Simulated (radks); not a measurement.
Problem. The mean radii <r> (bohr) of the occupied orbitals of an atom or ion are listed with their occupations. All-electron calculation, scalar-relativistic Kohn-Sham, PBEsol, spin-unpolarised, spherical densities, point nucleus. Program: a radial shooting solver on a logarithmic mesh with Libxc functionals.

orbital  occ.      <r>
1s          2  0.02232
2s          2  0.09514
2p          6  0.08391
3s          2   0.2497
3p          6   0.2481
3d         10   0.2260
4s          2   0.5654
4p          6   0.5984
4d         10   0.6515
5s          2    1.359
5p          6    1.586
4f          6   0.8918
6s          1    3.692
5d          1    2.570

Name the element and its charge.

Solution. Z = 63, europium, charge +1: Eu+ in [Xe] 4f6 5d1 6s1. The 1s radius gives Z: for a bare nucleus <r> = (2 gamma + 1)/(2Z) with gamma = sqrt(1 - (Z/c)^2), 0.02203 bohr for Z = 63, and screening makes it slightly larger (0.02232 here). The occupations add up to 62, and the charge is Z minus that.
